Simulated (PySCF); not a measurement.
Computed structure and properties of Eu(SH)3

System: Eu(SH)3 (singlet in the valence; each metal's 4f electrons, 6 of them, lie in its core potential, out of spins and levels); start: displaced along the imaginary mode (C3). Method: PySCF 2.14.0, RKS PBE0, Eu lcecp-1-SVP with ECP52, S def2-SVP, H def2-SVP; non-relativistic Hamiltonian with scalar-relativistic core potentials where named; density fitting; no spin-orbit coupling.

Input of the relaxation:

```python
mol = gto.M(atom='''
Eu     0.00000    -0.00000    -0.36668
S      2.45378    -0.00682     0.52672
H      2.11619     0.24998     1.83646
S     -1.22098     2.12844     0.52672
H     -1.27458     1.70768     1.83646
S     -1.23280    -2.12162     0.52672
H     -0.84161    -1.95766     1.83646''',
    basis={'Eu': 'lcecp-1-SVP', 'S': 'def2-SVP', 'H': 'def2-SVP'},
    ecp={'Eu': 'lcecp-1-SVP'},
    charge=0, spin=0)
mf = dft.RKS(mol, xc='PBE0')
mf.grids.atom_grid = (50, 194)  # f atoms: unpruned, at least (60, 302)
mf = mf.density_fit()  # fitting sets: Eu AutoAux, S def2-universal-JKFIT, H def2-universal-JKFIT
mf.conv_tol = 1e-08; mf.max_cycle = 55
mf.kernel(dm0)  # dm0: converged density of the start geometry
# quasi-Newton relaxation in Cartesian coordinates to a largest gradient under 0.00045 Eh/bohr, steps kept in the point group
```

Run from Python with OMP_NUM_THREADS=2; the lines above give its settings. Where DIIS fails, smearing, a level shift and second-order steps follow.
It took 2.3 min on 2 threads of Arm Neoverse V2 (shared host), from the converged density of the start.

Course of the relaxation:

```
step  energy above end (eV)  largest force component within the symmetry (eV/Å)
   0                 0.3826                                               0.584
   1                 0.3416                                               0.182
   2                 0.2922                                               0.502
   3                 0.2711                                               0.804
   4                 0.1978                                               0.168
   5                 0.1540                                               0.408
   6                 0.1250                                               0.292
   7                 0.1024                                               0.183
  24                 0.0015                                               0.047
  25                 0.0009                                               0.042
  26                 0.0004                                               0.028
  27                 0.0002                                               0.034
  28                 0.0000                                               0.028
  29                 0.0000                                               0.009
```
(The steps between are left out.)

Relaxed geometry (nearly C3h):

```xyz
7

Eu    0.0000    0.0000    0.9128
S     2.5799   -0.4061    0.9716
H     2.9027    0.9094    0.9651
S    -0.9382    2.4373    0.9716
H    -2.2389    2.0591    0.9651
S    -1.6417   -2.0312    0.9716
H    -0.6638   -2.9685    0.9651
```

```json
{"contact": "Eu1–S2 (SH)", "Å": "2.612"}
{"contact": "Eu1–S4 (SH)", "Å": "2.612"}
{"contact": "Eu1–S6 (SH)", "Å": "2.612"}
```

On the finer grid (75, 302):

| Property | Result |
| --- | --- |
| HOMO | -7.37 eV |
| LUMO | -2.45 eV |
| Dipole about the centre of mass | 0.37 D |
| Set of Mulliken populations of Eu1 outside the core potential | s 2.32, p 6.32, d 1.47, f 0.04 |
| D3(BJ) dispersion energy (not in the energies) | -0.180 eV |

```json
{"atom": "Eu1", "Mulliken (e)": "0.85", "Löwdin (e)": "-0.02", "spin (e)": "0.00"}
{"atom": "S2", "Mulliken (e)": "-0.40", "Löwdin (e)": "-0.02", "spin (e)": "0.00"}
{"atom": "H3", "Mulliken (e)": "0.11", "Löwdin (e)": "0.02", "spin (e)": "0.00"}
{"atom": "S4", "Mulliken (e)": "-0.40", "Löwdin (e)": "-0.02", "spin (e)": "0.00"}
{"atom": "H5", "Mulliken (e)": "0.11", "Löwdin (e)": "0.02", "spin (e)": "0.00"}
{"atom": "S6", "Mulliken (e)": "-0.40", "Löwdin (e)": "-0.02", "spin (e)": "0.00"}
{"atom": "H7", "Mulliken (e)": "0.11", "Löwdin (e)": "0.02", "spin (e)": "0.00"}
```

The 4f levels lie in the core potential and are missing. Their spin isn't counted.

On the grid (50, 194), as all that follows. Harmonic modes: a minimum within the noise of the softest modes; lowest 20 cm⁻¹ (negative: unstable), highest 2691 cm⁻¹, zero-point energy 0.676 eV.

Taking off one SH (charge -1, singlet; the rest: singlet) in vacuum, both parts rigid, costs 9.01 eV; the small basis without counterpoise inflates it. Most of it is the attraction of opposite charges; other ways to part are cheaper, and one spin state was tried for the rest.

Rigid scan of SH along the line from its metal:

distance to S2 (Å), energy (eV) and a bar:
```
     2.31      0.623 ######
     2.41      0.244 ###
     2.51      0.054 #
     2.61      0.000 
     2.71      0.043 
     2.81      0.155 ##
     3.01      0.502 #####
     3.31      1.151 ############
     3.71      2.010 #####################
     4.21      2.905 ##############################
```

One start shape was tried, so this needn't be the lowest isomer.

An lcecp potential fixes the number of 4f electrons, so in runs with it no electron can move into or out of that shell.
